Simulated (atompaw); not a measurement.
# Before and after: PAW (atompaw) potential for Fe (Z = 26)

```json
{
  "Element": "iron",
  "Generator": "atompaw 4.2.0.5",
  "Type": "PAW",
  "Functional": "PBE",
  "Relativity": "scalar-relativistic",
  "Frozen core": "[Ne]",
  "Valence charge": "16",
  "Reference configuration": "3s2 3p6 3d6 4s2 4p0",
  "Partial waves": "3s (bound): rc 1.45 bohr; 4s (bound): rc 1.25 bohr; 3p (bound): rc 1.45 bohr; 4p (bound, empty): rc 1.50 bohr; 3d (bound): rc 1.50 bohr; 3d channel at 2.95 Ry: rc 1.45 bohr",
  "Local potential": "bessel scheme, radius 1.05 bohr",
  "Core correction": "smooth core density matched at 1.05 bohr",
  "Augmentation charge": "gaussian compensation charge, radius 1.15 bohr; PAW radius 1.50 bohr; waves and projectors: custom polynom vanderbiltortho"
}
```

All-electron outer shells of the reference configuration (PBE, scalar-relativistic, ld1.x):

```csv
shell,level (eV),outermost node (bohr),outermost maximum (bohr)
2s,-819.73,0.08,0.22
2p,-698.45,–,0.18
3s,-94.02,0.33,0.70
3p,-60.04,0.30,0.72
3d,-7.50,–,0.71
4s,-5.29,1.00,2.41
4p,-1.33,1.10,3.33
```

Change: wave 3d channel at 2.95 Ry: rc 1.45 bohr becomes 3d channel at 2.95 Ry: rc 0.76 bohr.

Cutoffs: the cutoffs (Ry, on a coarse ladder) from which the occupation-weighted sum of valence levels, in a spherical-Bessel basis at the reference potential, stays within 10 and 1 mRy of its value at 400 Ry; they do not see the model core or the augmentation charge, which bear on the density cutoff.

Task: What does the change do?

Result: The potential gets softer (70 Ry and 110 Ry → 60 Ry and 100 Ry); neither file shows a bound ghost.

| quantity | base | changed |
| --- | --- | --- |
| cutoff, loose | 70 Ry | 60 Ry |
| cutoff, tight | 110 Ry | 100 Ry |
| bound ghosts | none | none |
| s: phases at 1.50 bohr within 0.05 rad from the reference energy up to (Ry; the scan ends near 5) | to the end of the scan | to the end of the scan |
| p: phases at 1.50 bohr within 0.05 rad from the reference energy up to (Ry; the scan ends near 5) | 4.4 | 4.4 |
| d: phases at 1.50 bohr within 0.05 rad from the reference energy up to (Ry; the scan ends near 5) | to the end of the scan | to the end of the scan |
| lowest overlap eigenvalue by channel | s 0.46, p 0.88, d 1.00 | s 0.46, p 0.88, d 0.27 |

 The cutoffs see the waves, projectors and local potential, not the compensation charge or the core.
